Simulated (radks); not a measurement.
The numbers below are computed, except where a source is named.
Fractional charge and spin in the 6s shell of thallium: the spin-up occupation runs from 0 to 1 and the spin-down occupation from 0 to 1; the fullest corner is Tl+, [Xe] 4f14 5d10 6s(up 1, down 1). Code: a radial shooting solver on a logarithmic mesh with Libxc functionals. Model: scalar-relativistic Kohn-Sham, PBE, spin-polarised, spherical densities, finite nucleus; Fermi nuclear charge, rms radius of each element as measured or else 0.836 A^(1/3) + 0.57 fm. Energy (eV) minus the two flat planes that join the four corners (they meet along the diagonal where the two added fractions sum to one electron); zero is where a piecewise linear energy would lie.

| down \ up | 0 | 0.25 | 0.5 | 0.75 | 1 |
|---|---|---|---|---|---|
| 0 | 0.000 | -0.866 | -1.151 | -0.861 | 0.000 |
| 0.25 | -0.866 | -1.091 | -0.743 | 0.172 | -0.807 |
| 0.5 | -1.151 | -0.743 | 0.229 | -0.697 | -1.072 |
| 0.75 | -0.861 | 0.172 | -0.697 | -1.018 | -0.800 |
| 1 | 0.000 | -0.807 | -1.072 | -0.800 | 0.000 |

Corners above the fullest one (they belong to Tl2+ and the next ion): (up 1, down 0) 20.540 eV, (up 0, down 1) 20.540 eV, (up 0, down 0) 50.895 eV. With half an added electron in each spin the energy lies 0.229 eV from the planes (fractional-spin error, the static-correlation error of a stretched bond), and with half an added electron in spin up alone -1.151 eV (fractional-charge error). For a frontier s shell over closed shells the exact functional lies on the planes.
